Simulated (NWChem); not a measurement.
Species: CsBr; SMILES [Br][Cs]

```xyz
2

Cs     0.0000     0.0000    -1.2053
Br     0.0000     0.0000     1.8941
```
Atoms are numbered in this order, from 1.

Computed with NWChem. Medium grid unless said otherwise, to which SCAN and Minnesota functionals are sensitive. Geometry: optimised at PBE0-D3(BJ)/def2-TZVP. def2 effective core potentials on Cs; no spin-orbit coupling. B3LYP is NWChem's, with the RPA form of VWN correlation. Total energies of different functionals are on different scales.

| level | energy (Ha) | highest occupied level (eV) | orbital gap (eV) | dipole (D) |
|---|---|---|---|---|
| B3LYP/def2-SVP | -2594.1170 | -5.22 | 3.75 | 10.44 |
| PBE/def2-SVP | -2593.6991 | -4.36 | 2.65 | 10.09 |
| M06-L/def2-SVP | -2593.9854 | -4.38 | ? | 10.84 |
| LC-wPBE (HJS exchange hole, range parameter 0.4 per bohr)/def2-SVP | -2593.7861 | -8.07 | 7.80 | 11.24 |
| r2SCAN0/def2-SVP | -2594.0673 | -5.62 | 4.72 | 10.95 |
| MN15/def2-SVP | -2594.3464 | -5.99 | 5.64 | 10.74 |
| M06-2X/def2-SVP | -2594.0654 | -6.63 | 5.33 | 10.86 |
| M05-2X/def2-SVP | -2594.0018 | -6.72 | 6.20 | 10.93 |
| CAM-B3LYP/def2-SVP | -2594.1777 | -6.69 | 5.85 | 10.78 |

Problem. Some entries are withheld; supply them.

Solution. 
- M06-L/def2-SVP, orbital gap (eV): 2.49
